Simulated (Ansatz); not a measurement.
Two isomers of C2H8OSi2: A = `C=C[SiH2][SiH2]O`, B = `O[Si]1([SiH3])CC1`.

Calculated with Ansatz (gas phase, PBE0-D4/def2-TZVP geometries, no zero-point term in ΔE). CCSD(T)/CBS adds triple-zeta CCSD(T) − MP2 to the extrapolated MP2 energy (def2 sets, frozen cores). DFT in def2-TZVPP. B3LYP here is the variant with VWN-RPA as its local correlation; programs differ in this. Each species was taken in one conformer, which may not be the lowest.

(1) Which is lower in electronic energy at CCSD(T)/CBS, and by how much? (Best estimate.)

(2) Give E(B) − E(A) in kcal/mol with PBE0-D4, B2PLYP, HF/def2-TZVPP, ωB97M-V, CCSD/def2-TZVPP, MP2/def2-TZVPP, B3LYP. (An estimate is asked.)

Largest T1 diagnostic: 0.012.

Results:

(1) Ansatz gave: A, by 5.8 kcal/mol.

(2) Ansatz gave: PBE0-D4 1.3, B2PLYP 6.4, HF/def2-TZVPP 13.0, ωB97M-V 3.6, CCSD/def2-TZVPP 6.3, MP2/def2-TZVPP 3.3, B3LYP 7.3. None reverses the order clearly.

In def2-TZVPP, CCSD(T) changes the Hartree–Fock value by −7.2 kcal/mol (the triples alone add −0.5 kcal/mol) and MP2 by −9.7 kcal/mol.
